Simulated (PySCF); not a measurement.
## PBE on Cu (copper, neutral)

Configuration: [Ar] 3d10 4d1, 2D determinant (an excited configuration). All numbers are calculated (PySCF 2.14, scalar relativity through the core potential, in aug-cc-pVQZ-PP with ECP10MDF).

* Total energy: -197.0552 hartree
* One-electron energy: -352.0256 hartree
* Hartree (Coulomb) energy: 173.8600 hartree
* Exchange-correlation energy: -18.8895 hartree
* ⟨S²⟩: 0.7501
* ⟨L²⟩: 6.003
* Sum of ⟨r⟩: 22.51 bohr
* Sum of ⟨r²⟩: 63.03 bohr²
* Traceless quadrupole moment −½Σ⟨3z² − r²⟩ along its main axis: 12.4 e·bohr²

| shell | electrons | mean orbital energy (eV) | spread (eV) | rms radius, mean of both spins (bohr) |
| --- | --- | --- | --- | --- |
| 3s α | 1 | -119.27 | 0 | 0.770 |
| 3s β | 1 | -119.26 | 0 | 0.770 |
| 3p α | 3 | -76.298 | 0.035 | 0.820 |
| 3p β | 3 | -76.285 | 0.046 | 0.820 |
| 3d α | 5 | -9.120 | 0.050 | 1.19 |
| 3d β | 5 | -9.106 | 0.060 | 1.19 |
| 4d α | 1 | -0.108 | 0 | 6.60 |

Energies and moments cover only the electrons outside the core potential. The outer electron is Rydberg-like, and this basis confines it to a smaller radius and binds it less than a complete one would.
